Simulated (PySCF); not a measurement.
## How methods differ on the excitation energy of Si

Si [Ne] 3s2 3p2 (3P) → Si [Ne] 3s1 3p3 (5S), as a difference of total energies. All numbers are calculated (PySCF 2.14, the non-relativistic Hamiltonian (point nucleus), in aug-cc-pV(Q+d)Z (7s6p5d3f2g, 89 functions)). Correlated levels: valence: [Ne] frozen. The calculations carry no spin-orbit coupling.

```tsv
method	excitation energy (eV)
UHF	2.606
MP2 (valence)	3.632
SCS-MP2 (valence)	4.125
CCSD (valence)	3.853
CCSD(T) (valence)	3.915
```

Task: How much does correlation contribute at CCSD(T) (valence)?

Result: 3.915 − (2.606) = 1.309 eV, measured against UHF.

A first-order spin-orbit estimate (lowest level to lowest level, LS coupling) adds 0.016 eV.
